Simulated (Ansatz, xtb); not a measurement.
# Relative energy of two isomers of C6H3ClO2

Structure X is `O=C1C=CC(Cl)=CC1=O`, a singlet and structure Y is `O=C1C=CC=C(Cl)C1=O`, a singlet. Both are isolated molecules in the gas phase, relaxed with PBE-D3(BJ)/def2-SVP.

Quicker runs give these differences E(Y) − E(X): GFN2-xTB +1.61 kcal/mol; HF/STO-3G +0.83 kcal/mol (at GFN2-xTB geometries); r2SCAN-D4/def2-SVP +1.18 kcal/mol (at GFN2-xTB geometries).

**Question.** Estimate E(Y) − E(X) at the level CCSD(T)/def2-SVP + ΔMP2/def2-TZVPP.

**Answer.** Calculated at CCSD(T)/def2-SVP + ΔMP2/def2-TZVPP: E(Y) − E(X) = +1.63 kcal/mol, so structure X lies lower.

How the difference moves with the method:

| level | geometry | E(Y) − E(X) (kcal/mol) | departure from the last row (kcal/mol) | job, with rough time for the two |
| --- | --- | --- | --- | --- |
| GFN2-xTB | GFN2-xTB | +1.61 | −0.01 | optimisation, 0.11 s |
| HF/STO-3G | GFN2-xTB | +0.83 | −0.80 | single point, 0.4 s |
| r2SCAN-D4/def2-SVP | GFN2-xTB | +1.18 | −0.45 | single point, 3.3 s |
| PBE-D3(BJ)/def2-SVP | PBE-D3(BJ)/def2-SVP | +1.13 | −0.50 | optimisation, 15 s |
| HF/def2-SVP | PBE-D3(BJ)/def2-SVP | +1.82 | +0.19 | part of the CCSD(T) run |
| MP2/def2-SVP | PBE-D3(BJ)/def2-SVP | +1.14 | −0.48 | part of the CCSD(T) run |
| CCSD(T)/def2-SVP | PBE-D3(BJ)/def2-SVP | +1.12 | −0.50 | single point |
| CCSD(T)/def2-SVP + ΔMP2/def2-TZVPP | PBE-D3(BJ)/def2-SVP | +1.63 |  | single point, 83 s |

As drawn, both hold the same kinds of bond in the same numbers.

The levels shown agree on the order. The largest departure from CCSD(T)/def2-SVP + ΔMP2/def2-TZVPP is that of HF/STO-3G, 0.80 kcal/mol. The last row adds to CCSD(T) the change of the MP2 difference between the two basis sets, here +0.50 kcal/mol.

With thermal terms from frequencies at re-optimised GFN2-xTB minima (ideal gas, soft modes damped towards free rotors, one conformer each, 298.15 K, 1 atm): the zero-point term adds +0.02 kcal/mol; ΔH is +1.66 and ΔG +1.69 kcal/mol.

The correlated steps freeze 13 core orbitals. Programs: Ansatz 0.2.0, xtb 6.7.1; the last row on 4 threads of Arm Neoverse V2 on a shared host.
